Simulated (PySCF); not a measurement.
carbon diselenide (CSe₂), SMILES [Se]=C=[Se]. The structure is a stationary point at ωB97X-D3(BJ)/def2-TZVP.

PySCF with TDA-M06-2X/def2-SVPD puts the lowest singlet excitations at 3.08, 3.60, 3.60, 5.68, 6.33, 6.33 eV.

Question: What are the lowest excitation roots from PySCF 2.14.0 with ADC(2)/aug-cc-pVDZ? (The exact figures need the calculation; the answer reports its results.)

Answer: 3.37, 3.43, 3.43, 4.91, 6.21, 6.21 eV. S1 differs by 0.29 eV (second minus first; roots are paired by order, and the bases may differ).
